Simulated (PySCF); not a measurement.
Two species compared at the same levels of theory.

First species: C₄H₈N₂Si₂.
SMILES: `C(=C)[C@H]1[Si@@H](N[SiH2]1)C#N`

Second species: C₄H₈N₂Si₂.
Structure used (GFN2-xTB), in Å, numbered top down from 1:
```xyz
16
C4H8N2Si2 angstrom
C      0.620    2.287    1.983
C      0.564    1.404    1.166
Si     0.428    0.018   -0.075
Si     2.095   -1.570    0.041
C      0.438    1.004   -1.674
N      0.467    1.592   -2.657
N     -1.115   -0.745   -0.123
C     -2.350   -0.066   -0.445
H      0.675    3.066    2.689
H      2.321   -2.245   -1.237
H      1.784   -2.600    1.039
H      3.348   -0.931    0.442
H     -1.273   -1.549    0.465
H     -2.807    0.404    0.432
H     -2.141    0.711   -1.178
H     -3.062   -0.770   -0.877
```

Levels: CAM-B3LYP/def2-SVPD for dipole moment, HOMO energy, LUMO energy, HOMO–LUMO gap, static isotropic polarisability and electronic spatial extent ⟨r²⟩ about the centre of nuclear charge; TDDFT CAM-B3LYP/def2-SVPD for lowest singlet excitation; TDA CAM-B3LYP/def2-SVPD for lowest triplet excitation (Tamm–Dancoff); GFN2-xTB for rotational constant A and rotational constant C. Geometries: GFN2-xTB. Each structure is a single optimised conformer of the isolated species, non-relativistic unless stated; the electronic structure was computed with PySCF and density fitting.

Dipoles, sizes and rotational constants follow the conformer. The torsions of the flexible species, by atom-mapped SMILES:
- `[CH2:1]=[CH:2][C@@H:3]1[SiH2:4][NH:5][Si@H:6]1[C:7]#[N:8]`: C1–C2–C3–Si4 -130°
- `[CH:1]#[C:2][Si@:3]([SiH3:4])([C:5]#[N:6])[NH:7][CH3:8]`: C2–Si3–N7–C8 60°

| property | column X | column Y |
| --- | --- | --- |
| dipole moment | 3.81 D | 4.53 D |
| HOMO energy | -8.40 eV | -8.84 eV |
| LUMO energy | -0.28 eV | -0.14 eV |
| HOMO–LUMO gap | 8.12 eV | 8.70 eV |
| lowest singlet excitation | 5.39 eV | 5.52 eV |
| lowest triplet excitation (Tamm–Dancoff) | 4.22 eV | 4.92 eV |
| static isotropic polarisability | 106.7 au | 109.5 au |
| electronic spatial extent ⟨r²⟩ about the centre of nuclear charge | 1512 bohr² | 1530 bohr² |
| rotational constant A | 1.857 GHz | 1.289 GHz |
| rotational constant C | 0.782 GHz | 0.976 GHz |

(1) Which column belongs to which species?

(2) How does each property change from the first species to the second?

## Answers

(1) Column X is the first species and column Y the second. The first has 16 atoms and 74 electrons, the second 16 and 74.

(2) dipole moment +0.72 D; HOMO energy -0.44 eV; LUMO energy +0.14 eV; HOMO–LUMO gap +0.58 eV; lowest singlet excitation +0.13 eV; lowest triplet excitation (Tamm–Dancoff) +0.70 eV; static isotropic polarisability +2.8 au; electronic spatial extent ⟨r²⟩ about the centre of nuclear charge +18 bohr²; rotational constant A -0.568 GHz; rotational constant C +0.194 GHz.

On the first: S1 lies 2.73 eV below the HOMO–LUMO gap; its leading configuration is HOMO→LUMO, weight 0.94.

On the second: The principal polarisabilities are 99.0, 110.7 and 118.7 au; their mean is the isotropic value. A dipole of 4.53 D is allowed in C1, and pure rotational transitions are dipole-allowed.
